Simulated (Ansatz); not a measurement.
Steps of a relaxation of `FC1=CC(F)CC1` with RKS PBE-D4/def2-SVP.

```sh
$ ansatz run in.yaml --threads 4 --pin off --events-out ev --progress --plain --max-ram 11315MiB
```

```yaml
crystal:
  periodic: [false, false, false]
  atoms:
    - {symbol: F, position_ang: [-1.399400, 0.453500, 2.183300]}
    - {symbol: C, position_ang: [-0.757500, 0.273300, 1.043400]}
    - {symbol: C, position_ang: [-1.340100, 0.305700, -0.181700]}
    - {symbol: C, position_ang: [-0.211400, 0.045300, -1.218800]}
    - {symbol: F, position_ang: [0.089600, 1.185200, -1.835000]}
    - {symbol: C, position_ang: [0.892600, -0.509600, -0.418000]}
    - {symbol: C, position_ang: [0.731900, -0.007900, 1.016200]}
    - {symbol: H, position_ang: [-2.305800, 0.537200, -0.376500]}
    - {symbol: H, position_ang: [-0.626500, -0.649300, -1.937800]}
    - {symbol: H, position_ang: [0.854000, -1.621100, -0.389900]}
    - {symbol: H, position_ang: [1.849500, -0.222400, -0.809700]}
    - {symbol: H, position_ang: [1.297800, 0.913300, 1.206200]}
    - {symbol: H, position_ang: [0.945800, -0.738000, 1.733000]}
basis:
  gaussian: {orbitals: def2-SVP}
hamiltonian: {xc: pbe, dispersion: d4}
relax: {f_tol: 0.03, max_steps: 200}
```

Positions (Å) and forces (eV/Å) along the path, 5 of 5 steps:

```xyz
13
step=1 energy=-10695.5809 eV
F    -1.399    0.454    2.183   -0.125    0.188    0.796
C    -0.757    0.273    1.043   -0.052    0.012   -1.367
C    -1.340    0.306   -0.182    4.709   -1.011    1.105
C    -0.211    0.045   -1.219   -3.302   -0.628    1.370
F     0.090    1.185   -1.835    0.912    2.189   -1.334
C     0.893   -0.510   -0.418    0.808   -1.165    1.363
C     0.732   -0.008    1.016   -1.520    1.301   -1.152
H    -2.306    0.537   -0.377   -3.575    0.770   -0.858
H    -0.626   -0.649   -1.938   -0.004   -0.740   -1.020
H     0.854   -1.621   -0.390   -0.046    0.133   -0.204
H     1.849   -0.222   -0.810    1.083    0.198   -0.668
H     1.298    0.913    1.206    0.252    0.288    0.265
H     0.946   -0.738    1.733    0.858   -1.536    1.706
13
step=2 energy=-10696.0486 eV
F    -1.383    0.518    2.200   -0.022    0.050    0.229
C    -0.759    0.283    1.047    0.090   -0.054   -0.418
C    -1.339    0.291   -0.172    1.353   -0.181   -0.049
C    -0.244    0.048   -1.223   -1.588   -0.674    0.744
F     0.099    1.212   -1.849    0.303    1.016   -0.545
C     0.900   -0.513   -0.412    0.613   -0.448    0.561
C     0.722   -0.017    1.035   -0.661    0.363   -0.417
H    -2.370    0.516   -0.383   -0.753    0.171   -0.193
H    -0.599   -0.664   -1.995    0.058   -0.061   -0.260
H     0.855   -1.622   -0.420   -0.034    0.036   -0.041
H     1.869   -0.226   -0.841    0.254    0.068   -0.201
H     1.293    0.908    1.243    0.122    0.065    0.131
H     0.975   -0.768    1.785    0.266   -0.351    0.459
13
step=3 energy=-10696.1283 eV
F    -1.374    0.541    2.199    0.006   -0.018   -0.024
C    -0.760    0.278    1.041    0.052    0.066    0.060
C    -1.335    0.287   -0.177    0.094   -0.061   -0.075
C    -0.272    0.036   -1.216   -0.207   -0.360    0.137
F     0.083    1.232   -1.841    0.068    0.273   -0.163
C     0.914   -0.525   -0.405    0.101   -0.002    0.033
C     0.714   -0.021    1.040   -0.042   -0.037   -0.047
H    -2.383    0.525   -0.396   -0.017    0.021    0.003
H    -0.597   -0.664   -2.022    0.035    0.093    0.026
H     0.868   -1.633   -0.421   -0.015   -0.001    0.005
H     1.880   -0.227   -0.862   -0.067    0.019    0.018
H     1.290    0.905    1.262    0.000   -0.006    0.012
H     0.992   -0.769    1.811   -0.008    0.013    0.015
13
step=4 energy=-10696.1320 eV
F    -1.370    0.548    2.197    0.003    0.018   -0.019
C    -0.756    0.285    1.040   -0.025   -0.051    0.024
C    -1.333    0.280   -0.178   -0.016    0.037   -0.022
C    -0.276    0.029   -1.216   -0.018   -0.097    0.059
F     0.077    1.237   -1.845    0.010    0.018   -0.019
C     0.915   -0.526   -0.403    0.016    0.008   -0.033
C     0.714   -0.025    1.041    0.020    0.026   -0.005
H    -2.381    0.525   -0.396    0.018   -0.004    0.015
H    -0.596   -0.663   -2.027    0.016    0.040    0.006
H     0.874   -1.634   -0.421    0.004    0.002   -0.004
H     1.875   -0.217   -0.862   -0.017    0.004    0.011
H     1.294    0.897    1.268    0.008   -0.008    0.003
H     0.984   -0.772    1.816   -0.018    0.008   -0.016
13
step=5 energy=-10696.1325 eV
F    -1.370    0.555    2.196   -0.002   -0.004   -0.002
C    -0.757    0.281    1.041    0.008    0.029   -0.001
C    -1.334    0.280   -0.177   -0.023    0.004   -0.011
C    -0.278    0.025   -1.214    0.025    0.011   -0.005
F     0.077    1.234   -1.846   -0.009   -0.017    0.009
C     0.917   -0.526   -0.404   -0.027   -0.002   -0.006
C     0.713   -0.026    1.041    0.013   -0.011    0.017
H    -2.381    0.530   -0.395    0.016   -0.009    0.007
H    -0.596   -0.664   -2.027   -0.001    0.001   -0.002
H     0.881   -1.634   -0.424    0.010    0.001    0.001
H     1.873   -0.210   -0.863   -0.004    0.003    0.000
H     1.294    0.895    1.270   -0.005   -0.003    0.001
H     0.982   -0.774    1.815    0.000   -0.001   -0.009
```

Run time 16 s (4 threads of an Arm Neoverse N1 on a shared host); peak host memory 0.17 GiB.
